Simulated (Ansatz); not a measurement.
Species: C$_{3}$H$_{7}$Si, charge 0, multiplicity 2. It need not be the lowest isomer of its formula. 
Geometry from a B3LYP-D3(BJ)/def2-TZVP (Ansatz, a quantum-chemistry and plane-wave program) optimisation:
SMILES: C=[C]C[SiH3]
```xyz
11

C     -2.3345     0.3499    -0.0017
C     -1.1816    -0.0214     0.4870
C     -0.0118    -0.8308     0.1692
Si     1.5070     0.2437    -0.2041
H     -2.7052    -0.0460    -0.9509
H     -2.9825     1.0557     0.5070
H      0.2406    -1.5014     0.9966
H     -0.2072    -1.4668    -0.7092
H      1.2343     1.0974    -1.3819
H      1.8239     1.0980     0.9621
H      2.6656    -0.6358    -0.4935
```
Charge 0, spin multiplicity 2.

Parts of the frozen-core correlation energy in cc-pV(D+d)Z (Ansatz, hartree). Frozen orbitals: 8; correlated occupied orbitals by spin: 12 and 11; virtual: 80 and 81. UHF or UKS for open shells. No spin-orbit coupling. No relativistic terms.

```csv
term,value
reference (HF),-406.54250
MP2 opposite-spin,?
MP2 same-spin,?
CCSD correlation,?
(T),-0.01743
T1 diagnostic,0.028
largest doubles amplitude,0.049
<S^2> of the reference,0.909
```

Complete the blanks.


- MP2 opposite-spin, value: -0.36926
- MP2 same-spin, value: -0.10504
- CCSD correlation, value: -0.54179
